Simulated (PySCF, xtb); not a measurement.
Ga(Me)2(Cl) (C₂H₆ClGa), SMILES [CH3][Ga]([CH3])[Cl].

GFN2-xTB in xtb at its own geometry gives an orbital gap of 4.36 eV and a dipole moment of 2.90 D.

Geometry: B3LYP-D3(BJ)/def2-SVP. The isomer is the one that the SMILES or the coordinates give; other isomers of the formula were not compared.

### Question
What does PBE0/def2-TZVP run with PySCF give? (Estimate from the structure and the level; the computed values follow.)

### Answer
gap 6.90 eV (levels -7.83 and -0.93 eV), dipole 2.87 D.
